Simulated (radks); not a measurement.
These are the eigenvalues of the occupied orbitals of an atom or ion with whole-number occupations (eV). All-electron calculation, non-relativistic Kohn-Sham, PBE, spin-polarised, spherical densities, point nucleus. Program: a radial shooting solver on a logarithmic mesh with Libxc functionals.

1s up: -6941.008
1s down: -6940.977
2s up: -814.8316
2s down: -812.8887
2p up: -704.1069
2p down: -702.6507
3s up: -101.8891
3s down: -97.5185
3p up: -69.5764
3p down: -65.2561
3d up: -17.5845
3d down: -13.5125
4s up: -12.8842

Which element is it, and in what charge state? The configuration may be excited. Open shells, if any, are filled with parallel spins first.

Answer. Z = 26, iron, charge +1: Fe+ in [Ar] 3d6 4s1. The list shows which subshells hold electrons but not how many an open one holds; the 1s level, -255.08 hartree, gives Z - s = 22.6 by -(Z - s)^2/2, which with screening narrows Z to a few neighbours, and the depths of the outer levels then fix element, charge and occupations together.
